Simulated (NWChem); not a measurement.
H4PO4 cation; SMILES OP(O)(=[OH+])O

```xyz
9

O     -0.2705    -1.3025    -0.8245
P      0.0000     0.0000     0.0000
O      1.3025    -0.2705     0.8245
O      0.2705     1.3025    -0.8245
O     -1.3025     0.2705     0.8245
H     -1.1407    -1.4120    -1.2569
H      1.4120    -1.1407     1.2569
H      1.1407     1.4120    -1.2569
H     -1.4120     1.1407     1.2569
```
Atoms are numbered in this order, from 1.

Program: NWChem. The geometry was optimised at B3LYP/6-31G* (spherical d). Isolated, static molecule.

GIAO at PBE0/pcSseg-1: principal shieldings of P2 are 292.1, 292.1, 342.8 ppm; an isolated phosphine molecule has σ = 583.7 ppm at the same levels.

Q: Find the isotropic 31P shift, its principal values, the span and the skew.

A: 
1. σ(iso) = one third of the sum = 309.0 ppm.
2. δ = σ(reference) − σ = 274.7 ppm against phosphine.
3. δ11, δ22, δ33 = 291.6, 291.6, 240.9 ppm.
4. Span Ω = δ11 − δ33 = 50.7 ppm; skew κ = 3(δ22 − δ(iso))/Ω = 1.00.
